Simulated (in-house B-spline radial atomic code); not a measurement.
Configurations of Si III (Si2+), with energies counted from [Ne] 3s2. Level of theory: Dirac-Hartree-Fock, average of configuration, Fermi nucleus of rms radius 3.1224 fm; calculated with a radial B-spline atomic code at the basis-set limit. Energies include first-order Breit, QED and recoil terms.

Occupations are held fixed; configurations that lie above the ionisation limit could autoionise.

```
       configuration  E - E(ref) (eV)  highest orbital  its <r> (bohr)
        [Ne] 3s1 3p1           6.7163            3p3/2           2.249
        [Ne] 3s1 6f1           28.598            6f7/2           15.88
        [Ne] 3s1 7f1           29.507            7f7/2           22.36
[He] 2s2 2p5 3s2 6d1           128.45            6d5/2           15.58
[He] 2s2 2p5 3s2 6g1           128.74            6g9/2           14.65
[He] 2s1 2p6 3s2 4p1           173.52            4p3/2           4.869
[He] 2s1 2p6 3s2 5p1           178.66            5p3/2           8.605
[He] 2s1 2p6 3s2 6f1           182.14            6f7/2            15.8
[He] 2s1 2p6 3s2 7p1           182.41            7p3/2           19.07
[He] 2s1 2p6 3s2 7f1           183.06            7f7/2           22.26
```

Task: Order these further configurations by energy, lowest first.
A. [He] 2s2 2p5 3s2 4s1
B. [He] 2s2 2p5 3s2 6f1
C. [He] 2s2 2p5 3s2 4f1
D. [He] 2s1 2p6 3s2 7d1
E. [He] 2s2 2p5 3s2 5f1

Result: A (117.39 eV), C (124.43 eV), E (127.2 eV), B (128.71 eV), D (182.89 eV).

Task: How far above the reference does [He] 2s1 2p6 3s2 7g1 lie?

Result: 183.08 eV; its least bound orbital is 7g9/2 with <r> = 21.15 bohr.

Task: How far above the reference does [Ne] 3s1 4p1 lie?

Result: 20.595 eV; its least bound orbital is 4p3/2 with <r> = 5.122 bohr.

Task: How far above the reference does [Ne] 3s1 5p1 lie?

Result: 25.36 eV; its least bound orbital is 5p3/2 with <r> = 8.933 bohr.
